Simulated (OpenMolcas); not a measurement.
# Hg: from CASSCF to CASPT2

| Property | Result |
| --- | --- |
| Program | OpenMolcas |
| Basis | ANO-RCC-VDZ [7s6p4d1f] |
| Scalar Hamiltonian | DKH4, point nucleus |
| Active space | 2 electrons in 4 orbitals (6s 6p) |
| State averaging | 2S+1 = 3 even, 3 roots (0 in the spin-orbit step); 2S+1 = 1 even, 1 root; 2S+1 = 3 odd, 3 roots; 2S+1 = 1 odd, 3 roots |
| Spin-orbit coupling | RASSI with atomic mean-field integrals over the reference wave functions, term energies averaged over their components |

Methods on the same reference wave functions:
A. CASSCF
B. SS-CASPT2, IPEA 0.25 Eh, imaginary shift 0.1 Eh (closed shells correlated: 5d)

Energies in cm-1 above 6s2 1S0, the measured ground level; measured values from NIST Handbook of Basic Atomic Spectroscopic Data.

```tsv
Level	A	B	Measured
6s2 1S0	0.0	0.0	0.0
6s 6p 3P* 0	32011	33658	37645
6s 6p 3P* 1	33631	35269	39412
6s 6p 3P* 2	37257	38904	44043
6s 6p 1P* 1	55903	56045	54069
```

Deviations, from unrounded energies. A percentage is the sum of absolute deviations over the sum of measured energies, with the sign that they share, or ± where signs differ.

```csv
Against measurement,Levels,A,B
mean absolute deviation (cm-1),4,5000,3800
other configurations (%),4,±11.4,±8.7
```

B lies closest to measurement on these levels. The largest miss of B in the table is 6s 6p 3P* 2, by -5100 cm-1. The ranking rests on the paired levels alone, and a cruder setting can come out closer through cancelling errors.

The lowest spin-free term lies below A's lowest term by 0.093 hartree in B.

Some high roots are left out of the spin-orbit mixing, which shifts the levels that they would mix with. Spin-orbit splittings of 6p shells tend to come out small when the coupling is added on scalar orbitals. Computed and measured levels are paired by configuration, term and J; levels that our copy of the source lacks, or whose pairing is in doubt (as where it misses far off the trend of its configuration), stay unpaired and out of the deviations. Only configurations of the active space appear.

* marks odd parity.
